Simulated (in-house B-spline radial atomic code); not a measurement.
A run on O (an excited or competing configuration) that did not converge. Method: scalar-relativistic (X2C) PBE0, spin-polarised, spherical fractional occupations, exact exchange averaged over the configuration, Fermi nucleus of rms radius 2.6991 fm; computed with a B-spline radial code for spherical atoms.

Command:
```bash
python run_scf.py task.json out
```
Settings (nuclear radius in fm, mass in u):
```
Z                8
configuration    [He] 2s2 2p3 3d1
hamiltonian      x2c
method           pbe0
spin_polarised   True
nucleus          fermi
rms_radius       2.6991
atomic_mass      15.99491
speed_of_light   137.035999084
exact_exchange   averaged over the configuration
```

First and last ten iterations of the last attempt (damped for 15 steps, keeping 80 % of the old Fock matrix, then DIIS):
```
 iter        energy (Eh)    residual
    1         -72.537432    1.69e-01
    2         -74.102134    1.33e-01
    3         -74.372746    9.63e-02
    4         -74.502670    7.08e-02
    5         -74.564128    5.23e-02
    6         -74.595098    3.84e-02
    7         -74.611177    2.81e-02
    8         -74.619592    2.05e-02
    9         -74.623999    1.50e-02
   10         -74.626306    1.10e-02
  111         -74.628866    3.51e-07
  112         -74.628866    5.14e-07
  113         -74.628866    6.01e-07
  114         -74.628866    5.09e-07
  115         -74.628866    3.57e-07
  116         -74.628866    3.47e-07
  117         -74.628866    1.30e-06
  118         -74.628866    4.95e-07
  119         -74.628866    4.34e-07
  120         -74.628866    4.10e-07
 not converged after 120 iterations
```

The smallest residual met was 3.2e-07; the threshold is about 1e-07. Over the last five steps the energy moves by less than 1e-08 hartree, but the orbitals didn't meet the threshold. Run time, properties included: 5.2 s on 1 thread of Arm Neoverse N1, with other jobs on the host.
